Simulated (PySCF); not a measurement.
PySCF input for CH3Cl4Nb, SMILES [CH3][Nb]([Cl])([Cl])([Cl])[Cl], multiplicity 1, C-PCM-PBE0/def2-SVP. The structure is a stationary point at B3LYP-D3(BJ)/def2-SVP. The multiplicity is an assumed one; no other spin state was optimised. The structure was generated by enumeration; whether it is a known compound was not checked. The def2 effective core potentials stand for the cores of Nb; spin–orbit coupling is left out.

```python
import numpy as np
from pyscf import gto, scf, dft
from pyscf.solvent import pcm

mol = gto.M(
    atom='''
    Nb    0.07250162   -0.01410352    0.00000000
    Cl   -1.00627073    2.01568777   -0.00000001
    Cl    0.27816678    0.02842176    2.32287583
    Cl    0.27816677    0.02842175   -2.32287584
    Cl   -0.96789455   -2.05362699    0.00000001
    C     2.22973959    0.01059817   -0.00000001
    H     2.46889026    1.09117078   -0.00000001
    H     2.64162261   -0.44894433    0.90730256
    H     2.64162261   -0.44894433   -0.90730257
    ''',
    basis='def2-SVP',
    ecp={'Nb': 'def2-svp'},
    charge=0,
    spin=0,
    max_memory=1600,
    verbose=3,
)
mf = dft.RKS(mol, xc='pbe0').density_fit(auxbasis='def2-universal-jkfit')
mf.grids.level = 3
mf.conv_tol = 1e-9
mf.max_cycle = 100
mf.kernel()
res = {}
for name, eps in {'water': 78.355, 'dimethylsulfoxide': 46.826, 'benzene': 2.2706}.items():
    s = mf.PCM()
    s.with_solvent.method, s.with_solvent.eps, s.with_solvent.lebedev_order = 'C-PCM', eps, 17
    s.kernel(mf.make_rdm1())
    res[name] = (s.e_tot, eps, s.dip_moment(), s.mo_energy, s.converged)
    print(f'{name}: electrostatic solvation free energy {(s.e_tot - mf.e_tot) * 627.509474:.3f} kcal/mol')
```

Output:

```
converged SCF energy = -1936.64261564028

WARN: PCM is an experimental feature. It is still in testing.
Features and APIs may be changed in the future.

converged SCF energy = -1936.64772361797
Dipole moment(X, Y, Z, Debye):  2.17982, -0.09835,  0.00000
water: electrostatic solvation free energy -3.205 kcal/mol

WARN: PCM is an experimental feature. It is still in testing.
Features and APIs may be changed in the future.

converged SCF energy = -1936.64767178981
Dipole moment(X, Y, Z, Debye):  2.17145, -0.09815,  0.00000
dimethylsulfoxide: electrostatic solvation free energy -3.173 kcal/mol

WARN: PCM is an experimental feature. It is still in testing.
Features and APIs may be changed in the future.

converged SCF energy = -1936.64532277828
Dipole moment(X, Y, Z, Debye):  1.82679, -0.08930,  0.00000
benzene: electrostatic solvation free energy -1.699 kcal/mol
```

The calculation finished and met its thresholds.
